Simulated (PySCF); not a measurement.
**Ionisation energy of Cr⁺ by level of theory**

Cr⁺ [Ar] 3d5 (6S) → Cr²⁺ [Ar] 3d4 (5D), as a difference of total energies. Calculation: PySCF 2.14, in aug-cc-pVDZ (7s6p4d2f, 59 functions); no relativity, point nucleus. Correlated levels: valence: [Ar] frozen. The calculations carry no spin-orbit coupling.

```csv
method,ionisation energy (eV)
UHF,15.186
B3LYP,16.911
MN15,16.795
MP2 (valence),16.111
SCS-MP2 (valence),15.494
```

How much does correlation contribute at MP2 (valence)?

16.111 − (15.186) = 0.925 eV, measured against UHF.

These non-relativistic numbers lack the scalar-relativistic shift.

The reference lies between the lowest fine-structure levels, while these numbers refer to the centres of the terms.

Errors of the correlated levels include the incompleteness of this basis and the frozen core.

For comparison: 16.486 eV (measured; NIST Atomic Spectra Database, ionization energies).
